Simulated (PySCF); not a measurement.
# Electron correlation in Cl⁺ (chlorine, charge +1)

[Ne] 3s2 3p4, high-spin 3P determinant. Computed with PySCF 2.14 in ANO-RCC-VTZP (5s4p2d1f, 34 functions), with scalar relativity by spin-free X2C-1e. Frozen: [Ne]; 6 electrons correlated.

```tsv
level	correlation energy (mhartree)
CCSD	-148.30
(T)	-4.27
CCSD(T)	-152.57
CCSDT	-153.33
```

Diagnostics: T1 = 0.0086, D1 = 0.0278, largest double amplitude 0.052.

Cost of the coupled-cluster step: roughly 0.4 core-seconds, for 6 correlated electrons.

Iterations:

```
CC2 = 0
CCSD nocc = (np.int64(4), np.int64(2)), nmo = (29, 29)
frozen orbitals [[0, 1, 2, 3, 4], [0, 1, 2, 3, 4]]
max_cycle = 100
direct = 0
conv_tol = 1e-08
conv_tol_normt = 1e-06
diis_space = 8
diis_start_cycle = 0
Init t2, MP2 energy = -0.122702905215238
Init E_corr(UCCSD) = -0.122702905240453
cycle = 1  E_corr(UCCSD) = -0.142173686608715  dE = -0.0194707814  norm(t1,t2) = 0.0426225
cycle = 2  E_corr(UCCSD) = -0.146407738230133  dE = -0.00423405162  norm(t1,t2) = 0.0139682
cycle = 3  E_corr(UCCSD) = -0.148355731427868  dE = -0.0019479932  norm(t1,t2) = 0.00560556
cycle = 4  E_corr(UCCSD) = -0.148297439560863  dE = 5.8291867e-05  norm(t1,t2) = 0.000697242
cycle = 5  E_corr(UCCSD) = -0.148300020078209  dE = -2.58051735e-06  norm(t1,t2) = 9.78754e-05
cycle = 6  E_corr(UCCSD) = -0.148299839132004  dE = 1.80946206e-07  norm(t1,t2) = 2.00328e-05
cycle = 7  E_corr(UCCSD) = -0.148300088763113  dE = -2.49631109e-07  norm(t1,t2) = 4.64413e-06
cycle = 8  E_corr(UCCSD) = -0.148300054824405  dE = 3.39387075e-08  norm(t1,t2) = 1.47207e-06
cycle = 9  E_corr(UCCSD) = -0.148300037176593  dE = 1.76478121e-08  norm(t1,t2) = 3.03468e-07
cycle = 10  E_corr(UCCSD) = -0.148300042016026  dE = -4.83943335e-09  norm(t1,t2) = 5.4708e-08
UCCSD converged
E(UCCSD) = -460.6138854249263  E_corr = -0.1483000420160263
UCCSD(T) correction = -0.00427013427720917
```
